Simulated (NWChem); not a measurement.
All runs are NWChem calculations. System: C$_{2}$H$_{3}$N$_{3}$, charge 0, spin multiplicity 1, displaced from the optimised geometry. Level: PBE/def2-SVP.

Job file:

```
start mol
memory heap 200 mb stack 900 mb global 1100 mb
geometry units angstroms nocenter noautoz
  C     -1.136105    -0.021891     0.000000
  N     -0.419861     1.160617     0.000000
  C      0.851205     0.736500     0.000000
  N      0.878078    -0.637279     0.000000
  N     -0.387116    -1.140139     0.000000
  H     -2.246758    -0.063830     0.000000
  H      1.766469     1.367485     0.000000
  H      1.691988    -1.273701     0.000000
  symmetry group Cs
end
basis spherical
  * library def2-svp
end
dft
  xc xpbe96 cpbe96
  semidirect memsize 60000000 filesize 0
  iterations 100
  convergence energy 1e-9 density 1e-8 gradient 1e-7
end
task dft gradient
```

Part of the output:

```
             Northwest Computational Chemistry Package (NWChem) 7.3.0
             --------------------------------------------------------

                                NWChem Input Module
                                -------------------

 Scaling coordinates for geometry "geometry" by  1.889725989
 (inverse scale =  0.529177249)

 Turning off AUTOSYM since
 SYMMETRY directive was detected!

                             Geometry "geometry" -> ""
                             -------------------------

 Output coordinates in angstroms (scale by  1.889725989 to convert to a.u.)

  No.       Tag          Charge          X              Y              Z
 ---- ---------------- ---------- -------------- -------------- --------------
    1 C                    6.0000    -1.13610500    -0.02189100     0.00000000
    2 N                    7.0000    -0.41986100     1.16061700     0.00000000
    3 C                    6.0000     0.85120500     0.73650000     0.00000000
    4 N                    7.0000     0.87807800    -0.63727900     0.00000000
    5 N                    7.0000    -0.38711600    -1.14013900     0.00000000
    6 H                    1.0000    -2.24675800    -0.06383000     0.00000000
    7 H                    1.0000     1.76646900     1.36748500     0.00000000
    8 H                    1.0000     1.69198800    -1.27370100     0.00000000

 Effective nuclear repulsion energy (a.u.)     162.9653202782

            Nuclear Dipole moment (a.u.)
            ----------------------------
        X                 Y               Z
 ---------------- ---------------- ----------------
     0.0000113384     0.0000018897     0.0000000000

      Symmetry information
      --------------------

 Group name             Cs
 Group number              2
 Group order               2
 No. of unique centers     8

      Symmetry unique atoms

     1    2    3    4    5    6    7    8


 Summary of "ao basis" -> "" (spherical)
 ------------------------------------------------------------------------------
       Tag                 Description            Shells   Functions and Types
 ---------------- ------------------------------  ------  ---------------------
 *                          def2-svp                  on all atoms

  pbe96 is a nonlocal functional; adding pw91lda local functional.

                                 NWChem DFT Module
                                 -----------------

 Summary of "ao basis" -> "ao basis" (spherical)
 ------------------------------------------------------------------------------
       Tag                 Description            Shells   Functions and Types
 ---------------- ------------------------------  ------  ---------------------
 C                          def2-svp                 6       14   3s2p1d
 N                          def2-svp                 6       14   3s2p1d
 H                          def2-svp                 3        5   2s1p

 Summary of "ao basis" -> "ao basis" (spherical)
 ------------------------------------------------------------------------------
       Tag                 Description            Shells   Functions and Types
 ---------------- ------------------------------  ------  ---------------------
 C                          def2-svp                 6       14   3s2p1d
 N                          def2-svp                 6       14   3s2p1d
 H                          def2-svp                 3        5   2s1p

      Symmetry analysis of basis
      --------------------------
[...]
  ----- ------------  ---------------      ----- ------------  ---------------
     9      0.523270  1 C  pz                23     -0.504952  2 N  pz
     6      0.452590  1 C  pz                20      0.436267  2 N  pz
    65     -0.315492  5 N  pz                37      0.306846  3 C  pz
    62      0.275026  5 N  pz                34      0.245992  3 C  pz
    51     -0.040199  4 N  pz                75      0.027357  6 H  pz

 Vector   21  Occ=0.000000D+00  E= 1.859929D-02  Symmetry=a'
              MO Center=  1.8D+00, -1.2D+00, -1.5D-15, r^2= 3.1D+00
   Bfn.  Coefficient  Atom+Function         Bfn.  Coefficient  Atom+Function
  ----- ------------  ---------------      ----- ------------  ---------------
    82      1.411027  8 H  s                 45     -1.153641  4 N  s
    77      0.504089  7 H  s                 49     -0.300630  4 N  px
    36     -0.275277  3 C  py                50      0.263152  4 N  py
    72      0.261597  6 H  s                 44     -0.228712  4 N  s
    81      0.216991  8 H  s                  3     -0.214632  1 C  s

 center of mass
 --------------
 x =  -0.03290364 y =  -0.00086534 z =   0.00000000

 moments of inertia (a.u.)
 ------------------
         188.520360041123           0.896635188411           0.000000000000
           0.896635188411         180.851597620130           0.000000000000
           0.000000000000           0.000000000000         369.371957661253

     Multipole analysis of the density
     ---------------------------------

     L   x y z        total         alpha         beta         nuclear
     -   - - -        -----         -----         ----         -------
     0   0 0 0     -0.000000    -18.000000    -18.000000     36.000000

     1   1 0 0      1.091871      0.545930      0.545930      0.000011
     1   0 1 0     -0.312235     -0.156118     -0.156118      0.000002
     1   0 0 1     -0.000000     -0.000000     -0.000000      0.000000

     2   2 0 0    -15.657222    -62.828369    -62.828369    109.999515
     2   1 1 0     -0.618089     -0.444842     -0.444842      0.271595
     2   1 0 1     -0.000000     -0.000000     -0.000000      0.000000
     2   0 2 0    -24.318280    -62.377920    -62.377920    100.437560
     2   0 1 1      0.000000      0.000000      0.000000      0.000000
     2   0 0 2    -22.031103    -11.015552    -11.015552      0.000000

  itol2e modified to match energy
  convergence criterion.

            General Information
            -------------------
          SCF calculation type: DFT
          Wavefunction type:  closed shell.
          No. of atoms     :     8
          No. of electrons :    36
           Alpha electrons :    18
            Beta electrons :    18
          Charge           :     0
          Spin multiplicity:     1
          Use of symmetry is: on ; symmetry adaption is: on
          Maximum number of iterations: 100
          AO basis - number of functions:    85
                     number of shells:    39
          Convergence on energy requested:  1.00D-09
          Convergence on density requested:  1.00D-08
          Convergence on gradient requested:  1.00D-07

              XC Information
              --------------
          PerdewBurkeErnzerhof Exchange Functional  1.000
            Perdew 1991 LDA Correlation Functional  1.000 local
           PerdewBurkeErnz. Correlation Functional  1.000 non-local

             Grid Information
             ----------------
          Grid used for XC integration:  medium
          Radial quadrature: Mura-Knowles
          Angular quadrature: Lebedev.
          Tag              B.-S. Rad. Rad. Pts. Rad. Cut. Ang. Pts.
          ---              ---------- --------- --------- ---------
          C                   0.70       49          10.0       434
          N                   0.65       49          10.0       434
          H                   0.35       45          11.0       434
          Grid pruning is: on
          Number of quadrature shells:   380
          Spatial weights used:  Erf1

          Convergence Information
          -----------------------
          Convergence aids based upon iterative change in
          total energy or number of iterations.
          Levelshifting, if invoked, occurs when the
          HOMO/LUMO gap drops below (HL_TOL):  1.00D-02
          DIIS, if invoked, will attempt to extrapolate
          using up to (NFOCK): 10 stored Fock matrices.

                    Damping( 0%)  Levelshifting(0.5)       DIIS
                  --------------- ------------------- ---------------
          dE  on:    start            ASAP                start
          dE off:    2 iters        100 iters           100 iters

      Screening Tolerance Information
      -------------------------------
          Density screening/tol_rho:  1.00D-12
          AO Gaussian exp screening on grid/accAOfunc:  21
          CD Gaussian exp screening on grid/accCDfunc:  20
          XC Gaussian exp screening on grid/accXCfunc:  20
          Schwarz screening/accCoul:  1.00D-10

                            NWChem DFT Gradient Module
                            --------------------------

  charge          =   0.00
  wavefunction    = closed shell

  Using symmetry

                         DFT ENERGY GRADIENTS

    atom               coordinates                        gradient
                 x          y          z           x          y          z
   1 C      -2.146927  -0.041368   0.000000   -0.010575  -0.001802   0.000000
   2 N      -0.793422   2.193248   0.000000   -0.005830   0.013400   0.000000
   3 C       1.608544   1.391783   0.000000    0.007509   0.003063   0.000000
   4 N       1.659327  -1.204283   0.000000    0.004610  -0.005267   0.000000
   5 N      -0.731543  -2.154550   0.000000   -0.001819  -0.009398   0.000000
   6 H      -4.245757  -0.120621   0.000000   -0.009205  -0.000221   0.000000
   7 H       3.338142   2.584172   0.000000    0.007601   0.005143   0.000000
   8 H       3.197394  -2.406946   0.000000    0.007709  -0.004918   0.000000

                 ----------------------------------------
                 |  Time  |  1-e(secs)   |  2-e(secs)   |
                 ----------------------------------------
                 |  CPU   |       0.01   |       2.57   |
                 ----------------------------------------
                 |  WALL  |       0.01   |       2.57   |
                 ----------------------------------------

 Task  times  cpu:        8.3s     wall:        8.3s

 Total times  cpu:        8.3s     wall:        8.3s
```
